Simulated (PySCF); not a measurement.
Ni(SH)2: Ni(II) (d8), charge 0. The structure is a PBE0-D3(BJ)/def2-TZVP geometry optimised for multiplicity 3; coordination linear, point group C2h, metal–donor distances 2.12 Å.

Method (PySCF 2.14, density fitting): CASSCF(8,5) with orbitals averaged over all microstates of the shell, strongly contracted NEVPT2 on the averaged canonical orbitals; basis x2c-TZVPall on the metal, x2c-SVPall elsewhere; spin-free X2C; gas phase; spin-orbit coupling by state interaction with the mean-field operator over all roots.

CASSCF energies above the lowest CASSCF root:

```csv
state,CASSCF / cm⁻¹
3Bg,0
3Ag,582
3Bg,778
3Ag,1496
3Bg,1531
3Bg,2341
3Ag,2720
1Ag,15330
1Bg,16103
1Bg,16487
1Ag,16754
1Ag,17144
3Bg,17724
3Ag,20179
1Bg,21509
1Ag,21692
3Bg,22608
1Ag,24352
1Bg,24442
1Ag,26289
1Bg,27069
1Ag,27338
```

How does dynamic correlation (SC-NEVPT2) move these states?


```csv
state,NEVPT2 / cm⁻¹,shift / cm⁻¹
3Bg,0,0
3Ag,1438,+857
3Bg,1442,+664
3Ag,3268,+1772
3Bg,3249,+1718
3Bg,4324,+1983
3Ag,5319,+2598
1Ag,13272,-2058
1Bg,14954,-1148
1Bg,14713,-1774
1Ag,15971,-784
1Ag,16082,-1062
3Bg,15250,-2474
3Ag,18856,-1324
1Bg,18641,-2868
1Ag,19090,-2602
3Bg,22844,+236
1Ag,23011,-1342
1Bg,23065,-1377
1Ag,26229,-60
1Bg,27415,+345
1Ag,27806,+467
```

NEVPT2 lifts 3Ag from 2720 to 5319 cm⁻¹; on the d shell alone such lifts tend to overshoot.
